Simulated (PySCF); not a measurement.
# Broadened absorption spectrum of BCl2(NH2)

BCl2(NH2).
InChI=1S/BCl2H2N/c2-1(3)4/h4H2

Method: TDDFT wB97X-D/def2-SVPD, vertical, gas phase, core orbitals frozen in the response (PySCF 2.14.0, density-fitted response routines). Isolated species at its PBE0-D3(BJ)/def2-SVP geometry, gas phase.

Computed states:

```tsv
state	E (eV)	f
S1	7.45	0.0000
S2	7.68	0.0040
S3	7.87	0.205
S4	8.11	0.0000
S5	8.24	0.057
S6	8.30	0.134
S7	8.63	0.0000
S8	8.98	0.184
S9	9.00	0.0000
S10	9.06	0.050
```

Each state is given a Gaussian of 0.4 eV full width at half maximum, with ε(max) = 2.175×10⁸ f / Δν̃ (Δν̃ the width in cm⁻¹). The width is an assumption, not a result. The curve ends short of the highest state used, and states not computed would add to its high-energy end.

Question: What does the envelope look like, and where are its maxima?

Answer: 
(λ (nm), ε (L mol⁻¹ cm⁻¹)): (146.6, 7795), (147.5, 10025), (148.5, 12091), (149.5, 13295), (150.5, 13555), (151.5, 13188), (152.5, 12736), (153.5, 12674), (154.4, 13089), (155.4, 13884), (156.4, 14586), (157.4, 14714), (158.4, 13983), (159.4, 12402), (160.4, 10233), (161.3, 8094), (162.3, 5835), (163.3, 3931), (164.3, 2484), (165.3, 1477), (166.3, 829), (167.3, 442), (168.2, 240), (169.2, 117), (170.2, 55), (171.2, 25), (172.2, 11), (173.2, 4), (174.2, 2), (175.1, 1), (176.1, 0), (177.1, 0), (178.1, 0), (179.1, 0), (180.1, 0), (181.0, 0)

Maxima: 157 nm (7.89 eV), ε about 15000, made up of S3 (93%); 150 nm (8.25 eV), ε about 14000, made up of S5 (28%) and S6 (64%) (ε in L mol⁻¹ cm⁻¹; maxima over ε = 5, shares over 10%).

Question: Coming from long wavelengths, where does ε first pass 100 L mol⁻¹ cm⁻¹?

Answer: At about 169 nm (7.32 eV), 0.13 eV below S1.

Question: What would ε be at 7.89 eV, the highest of these maxima, with half the width (0.2 eV)?

Answer: About 26800 L mol⁻¹ cm⁻¹ against 14800, a factor of about 1.8; a lone state at its own centre would give exactly 2.

On Arm Neoverse V1, one thread, shared host, this took 6.2 s wall.
